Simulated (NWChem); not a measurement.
Program: NWChem. System: C$_{4}$H$_{8}$Si, charge 0, spin multiplicity 1, at a geometry optimised with B3LYP/def2-SVP. The structure started from a generated list of species. Level: RHF/def2-SVP.

Part of the output:

```
             Northwest Computational Chemistry Package (NWChem) 7.3.0
             --------------------------------------------------------

                                NWChem Input Module
                                -------------------

 Scaling coordinates for geometry "geometry" by  1.889725989
 (inverse scale =  0.529177249)

 Turning off AUTOSYM since
 SYMMETRY directive was detected!

                             Geometry "geometry" -> ""
                             -------------------------

 Output coordinates in angstroms (scale by  1.889725989 to convert to a.u.)

  No.       Tag          Charge          X              Y              Z
 ---- ---------------- ---------- -------------- -------------- --------------
    1 C                    6.0000    -2.90332800     0.70460400     0.00000000
    2 C                    6.0000    -1.89033200     0.03786600     0.00000000
    3 C                    6.0000    -0.64768200    -0.72040400     0.00000000
    4 Si                  14.0000     0.90851300     0.39390100     0.00000000
    5 C                    6.0000     2.46681500    -0.67063800     0.00000000
    6 H                    1.0000    -3.80577900     1.28554100     0.00000000
    7 H                    1.0000    -0.59975400    -1.38132200     0.88456000
    8 H                    1.0000    -0.59975400    -1.38132200    -0.88456000
    9 H                    1.0000     0.87288900     1.26286300    -1.21229700
   10 H                    1.0000     0.87288900     1.26286300     1.21229700
   11 H                    1.0000     2.50897700    -1.31674500    -0.89205200
   12 H                    1.0000     3.36953900    -0.03832300     0.00000000
   13 H                    1.0000     2.50897700    -1.31674500     0.89205200

 Effective nuclear repulsion energy (a.u.)     196.1646758497

            Nuclear Dipole moment (a.u.)
            ----------------------------
        X                 Y               Z
 ---------------- ---------------- ----------------
     0.0000075589    -0.0000151178     0.0000000000

      Symmetry information
      --------------------

 Group name             Cs
 Group number              2
 Group order               2
 No. of unique centers    10

      Symmetry unique atoms

     1    2    3    4    5    6    7    9   11   12


 Summary of "ao basis" -> "" (spherical)
 ------------------------------------------------------------------------------
       Tag                 Description            Shells   Functions and Types
 ---------------- ------------------------------  ------  ---------------------
 *                          def2-svp                  on all atoms

 Summary of "ao basis" -> "ao basis" (spherical)
 ------------------------------------------------------------------------------
       Tag                 Description            Shells   Functions and Types
 ---------------- ------------------------------  ------  ---------------------
 C                          def2-svp                 6       14   3s2p1d
 Si                         def2-svp                 8       18   4s3p1d
 H                          def2-svp                 3        5   2s1p

                                 NWChem SCF Module
                                 -----------------

  ao basis        = "ao basis"
  functions       =   114
  atoms           =    13
  closed shells   =    23
  open shells     =     0
  charge          =   0.00
  wavefunction    = RHF
  use symmetry    = T
  symmetry adapt  = T

 Summary of "ao basis" -> "ao basis" (spherical)
 ------------------------------------------------------------------------------
       Tag                 Description            Shells   Functions and Types
 ---------------- ------------------------------  ------  ---------------------
 C                          def2-svp                 6       14   3s2p1d
 Si                         def2-svp                 8       18   4s3p1d
 H                          def2-svp                 3        5   2s1p

      Symmetry analysis of basis
      --------------------------

        a'         76
        a"         38

 Forming initial guess at       0.1s

      Superposition of Atomic Density Guess
[...]
              iter       energy          gnorm     gmax       time
             ----- ------------------- --------- --------- --------
                 1     -444.7388692840  8.00D-01  1.67D-01      1.4
                 2     -444.7971489367  2.45D-01  5.22D-02      1.5
                 3     -444.8031544746  5.49D-03  1.06D-03      1.9
                 4     -444.8031587085  1.20D-05  2.81D-06      2.4
                 5     -444.8031587085  6.53D-09  1.31D-09      3.0

       Final RHF  results
       ------------------

         Total SCF energy =   -444.803158708523
      One-electron energy =   -999.235531669006
      Two-electron energy =    358.267697110765
 Nuclear repulsion energy =    196.164675849719

        Time for solution =      1.7s

       Symmetry analysis of molecular orbitals - final
       -----------------------------------------------

  Numbering of irreducible representations:

     1 a'          2 a"

  Orbital symmetries:

     1 a'          2 a'          3 a'          4 a'          5 a'
     6 a'          7 a'          8 a"          9 a'         10 a'
    11 a'         12 a'         13 a'         14 a'         15 a'
    16 a"         17 a'         18 a"         19 a'         20 a"
    21 a'         22 a"         23 a'         24 a'         25 a'
    26 a"         27 a'         28 a'         29 a"         30 a'
    31 a'         32 a"         33 a'

             Final eigenvalues
             -----------------

              1
    1  -68.7552
    2  -11.2469
    3  -11.2411
    4  -11.2264
    5  -11.2239
    6   -6.1256
    7   -4.2358
    8   -4.2358
    9   -4.2356
   10   -1.0418
   11   -0.9507
   12   -0.9283
   13   -0.7108
   14   -0.6831
   15   -0.6254
   16   -0.5985
   17   -0.5620
   18   -0.5618
   19   -0.4899
   20   -0.4647
   21   -0.4584
   22   -0.3822
   23   -0.3662
   24    0.1588
   25    0.1748
   26    0.1943
   27    0.1949
   28    0.2170
   29    0.2185
   30    0.2331
   31    0.2452
   32    0.2504
   33    0.2677

                       ROHF Final Molecular Orbital Analysis
                       -------------------------------------

 Vector   21  Occ=2.000000D+00  E=-4.584138D-01  Symmetry=a'
              MO Center=  1.7D+00, -9.0D-03, -1.3D-13, r^2= 2.7D+00
   Bfn.  Coefficient  Atom+Function         Bfn.  Coefficient  Atom+Function
  ----- ------------  ---------------      ----- ------------  ---------------
    64      0.297395   5 C  px               65     -0.247212   5 C  py
    51      0.234572   4 Si py               67      0.200399   5 C  px
    90      0.175687   9 H  s                95      0.175687  10 H  s
    68     -0.156878   5 C  py               63     -0.154089   5 C  s
    50     -0.151843   4 Si px

 Vector   22  Occ=2.000000D+00  E=-3.821678D-01  Symmetry=a"
              MO Center= -2.3D+00,  2.6D-01,  3.9D-16, r^2= 1.9D+00
   Bfn.  Coefficient  Atom+Function         Bfn.  Coefficient  Atom+Function
  ----- ------------  ---------------      ----- ------------  ---------------
     6      0.400972   1 C  pz               20      0.383777   2 C  pz
    23      0.275713   2 C  pz                9      0.265032   1 C  pz

 Vector   23  Occ=2.000000D+00  E=-3.661641D-01  Symmetry=a'
              MO Center= -1.9D+00,  2.4D-01, -2.8D-16, r^2= 3.0D+00
   Bfn.  Coefficient  Atom+Function         Bfn.  Coefficient  Atom+Function
  ----- ------------  ---------------      ----- ------------  ---------------
     5      0.325106   1 C  py               19      0.270849   2 C  py
     8      0.210465   1 C  py                4      0.207447   1 C  px
    18      0.192743   2 C  px               21      0.191576   2 C  px
    22      0.173375   2 C  py               31     -0.165265   3 C  s
     7      0.161892   1 C  px               36     -0.160186   3 C  py

 Vector   24  Occ=0.000000D+00  E= 1.587723D-01  Symmetry=a'
              MO Center=  1.4D+00, -8.8D-01,  3.8D-14, r^2= 6.5D+00
   Bfn.  Coefficient  Atom+Function         Bfn.  Coefficient  Atom+Function
  ----- ------------  ---------------      ----- ------------  ---------------
    63      2.450909   5 C  s                31      1.779219   3 C  s
    54      0.906473   4 Si py              101     -0.850608  11 H  s
   111     -0.850608  13 H  s                46     -0.800818   4 Si s
   106     -0.706276  12 H  s                81     -0.684183   7 H  s
    86     -0.684183   8 H  s                21     -0.303886   2 C  px

 Vector   25  Occ=0.000000D+00  E= 1.748030D-01  Symmetry=a'
              MO Center=  7.0D-01,  1.0D-01, -5.5D-16, r^2= 6.7D+00
   Bfn.  Coefficient  Atom+Function         Bfn.  Coefficient  Atom+Function
  ----- ------------  ---------------      ----- ------------  ---------------
    31      2.572545   3 C  s                63     -1.491284   5 C  s
    53      1.360283   4 Si px               81     -0.825540   7 H  s
    86     -0.825540   8 H  s                 3     -0.632341   1 C  s
    21     -0.589646   2 C  px              106      0.540251  12 H  s
   101      0.344117  11 H  s               111      0.344117  13 H  s

 Vector   26  Occ=0.000000D+00  E= 1.943051D-01  Symmetry=a"
              MO Center= -1.4D+00, -4.0D-01, -2.5D-14, r^2= 5.4D+00
   Bfn.  Coefficient  Atom+Function         Bfn.  Coefficient  Atom+Function
  ----- ------------  ---------------      ----- ------------  ---------------
    81      0.950626   7 H  s                86     -0.950626   8 H  s
    37     -0.681156   3 C  pz                9      0.615330   1 C  pz
    23     -0.532759   2 C  pz              101     -0.325263  11 H  s
   111      0.325263  13 H  s                69     -0.300828   5 C  pz
    55      0.295207   4 Si pz               20     -0.287103   2 C  pz

 center of mass
 --------------
 x =  -0.11487747 y =   0.03600900 z =   0.00000000

 moments of inertia (a.u.)
 ------------------
         143.827405052234         133.483392110080           0.000000000000
         133.483392110080        1042.758486471738           0.000000000000
           0.000000000000           0.000000000000        1142.708699400725

  Mulliken analysis of the total density
  --------------------------------------

    Atom       Charge   Shell Charges
 -----------   ------   -------------------------------------------------------
    1 C    6     6.37   1.99  0.86  0.55  1.95  0.99  0.03
    2 C    6     5.89   1.99  0.89  0.15  1.95  0.86  0.05
    3 C    6     6.30   1.99  0.85  0.29  2.07  1.07  0.03
    4 Si  14    13.22   2.00  1.99  0.94  0.11  5.94  1.22  0.75  0.26
    5 C    6     6.41   1.99  0.84  0.35  2.04  1.16  0.02
    6 H    1     0.92   0.73  0.16  0.03
    7 H    1     0.91   0.73  0.15  0.03
    8 H    1     0.91   0.73  0.15  0.03
    9 H    1     1.14   0.75  0.38  0.01
   10 H    1     1.14   0.75  0.38  0.01
   11 H    1     0.93   0.74  0.17  0.03
   12 H    1     0.93   0.73  0.17  0.03
   13 H    1     0.93   0.74  0.17  0.03

       Multipole analysis of the density wrt the origin
       ------------------------------------------------

     L   x y z        total         open         nuclear
     -   - - -        -----         ----         -------
     0   0 0 0     -0.000000      0.000000     46.000000

     1   1 0 0      0.395601      0.000000      0.000008
     1   0 1 0     -0.320732      0.000000     -0.000015
     1   0 0 1     -0.000000      0.000000      0.000000

     2   2 0 0    -28.525849      0.000000    583.049531
     2   1 1 0     -1.858063      0.000000    -80.661186
     2   1 0 1     -0.000000      0.000000      0.000000
     2   0 2 0    -29.660869      0.000000     82.489819
     2   0 1 1      0.000000      0.000000      0.000000
     2   0 0 2    -30.817195      0.000000     21.768259

 Task  times  cpu:        3.0s     wall:        3.0s

 Total times  cpu:        3.1s     wall:        3.1s
```

Q: Write an NWChem input that would produce this output.

A: Several could match; the one computed here: 
```
start mol
memory heap 200 mb stack 800 mb global 1000 mb
geometry units angstroms nocenter noautoz
  C     -2.903328     0.704604     0.000000
  C     -1.890332     0.037866     0.000000
  C     -0.647682    -0.720404     0.000000
  Si     0.908513     0.393901     0.000000
  C      2.466815    -0.670638     0.000000
  H     -3.805779     1.285541     0.000000
  H     -0.599754    -1.381322     0.884560
  H     -0.599754    -1.381322    -0.884560
  H      0.872889     1.262863    -1.212297
  H      0.872889     1.262863     1.212297
  H      2.508977    -1.316745    -0.892052
  H      3.369539    -0.038323     0.000000
  H      2.508977    -1.316745     0.892052
  symmetry group Cs
end
basis spherical
  * library def2-svp
end
scf
  rhf
  nopen 0
  maxiter 100
  thresh 1e-7
  semidirect memsize 60000000 filesize 0
end
task scf energy
```
